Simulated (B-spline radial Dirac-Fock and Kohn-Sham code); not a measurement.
X-ray form factors of promethium in several charge states

Level of theory: Dirac-Fock orbitals of the configuration average with a finite nucleus; a radial atomic solver.

Configurations: Pm²²⁺ [Kr] 4d3; Pm²³⁺ [Kr] 4d2; Pm²⁵⁺ [Ar] 3d10 4s2 4p6; Pm²⁶⁺ [Ar] 3d10 4s2 4p5. The first column is f₀ of Pm²²⁺, the others are differences from it.

```tsv
s (Å⁻¹)	Pm²²⁺	Δ Pm²³⁺	Δ Pm²⁵⁺	Δ Pm²⁶⁺
0	39.000	-1.000	-3.000	-4.000
0.05	38.900	-0.991	-2.975	-3.968
0.1	38.603	-0.966	-2.903	-3.874
0.15	38.117	-0.926	-2.785	-3.722
0.2	37.456	-0.871	-2.628	-3.517
0.25	36.637	-0.805	-2.436	-3.267
0.3	35.683	-0.730	-2.218	-2.982
0.35	34.617	-0.648	-1.981	-2.673
0.4	33.464	-0.564	-1.733	-2.348
0.45	32.251	-0.479	-1.484	-2.019
0.5	31.001	-0.396	-1.239	-1.695
0.6	28.484	-0.246	-0.789	-1.096
0.7	26.067	-0.125	-0.421	-0.599
0.8	23.854	-0.038	-0.152	-0.230
0.9	21.896	+0.014	+0.019	+0.010
1	20.203	+0.039	+0.105	+0.137
1.1	18.750	+0.044	+0.128	+0.177
1.2	17.499	+0.035	+0.109	+0.158
1.4	15.418	+0.004	+0.019	+0.040
1.6	13.663	-0.023	-0.064	-0.077
```

Values without a named source are computed, but for edge energies of neutral atoms, which are taken from tables.
